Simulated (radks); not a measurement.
Species: Rb3+. Configuration: [Ar] 3d10 4s2 4p4. Calculated with a radial shooting solver on a logarithmic mesh with Libxc functionals: Dirac Kohn-Sham, LDA (Slater exchange, Perdew-Wang correlation), spin-unpolarised, spherical densities, point nucleus; open shells fill j = l - 1/2 first.

Unscreened Slater integrals over Kohn-Sham orbitals (cm^-1). Large and small components are both included. Empty in this configuration: 4d3/2.

F0(4p3/2,4p3/2): 125040
F2(4p3/2,4p3/2): 66087
F0(4p3/2,4p1/2): 126130
G2(4p3/2,4p1/2): 66580
F0(4p3/2,4s1/2): 132610
G1(4p3/2,4s1/2): 89239
F0(4p3/2,3d5/2): 161840
F2(4p3/2,3d5/2): 36035
G1(4p3/2,3d5/2): 12029
G3(4p3/2,3d5/2): 11331
F0(4p3/2,4d3/2): 103560
F2(4p3/2,4d3/2): 50223
G1(4p3/2,4d3/2): 61113
G3(4p3/2,4d3/2): 37312
F0(4p1/2,4p1/2): 127260
F0(4p1/2,4s1/2): 133970
G1(4p1/2,4s1/2): 90900
F0(4p1/2,3d5/2): 164450
G3(4p1/2,3d5/2): 11790
F0(4p1/2,4d3/2): 104120
G1(4p1/2,4d3/2): 60321
F0(4s1/2,4s1/2): 142050
F0(4s1/2,3d5/2): 180630
G2(4s1/2,3d5/2): 15716
F0(4s1/2,4d3/2): 107430
G2(4s1/2,4d3/2): 41427
F0(3d5/2,3d5/2): 382010
F2(3d5/2,3d5/2): 184590
F4(3d5/2,3d5/2): 116480
F0(3d5/2,4d3/2): 121760
F2(3d5/2,4d3/2): 19658
G2(3d5/2,4d3/2): 7152.3
G4(3d5/2,4d3/2): 5283.0
F0(4d3/2,4d3/2): 90842
F2(4d3/2,4d3/2): 46828
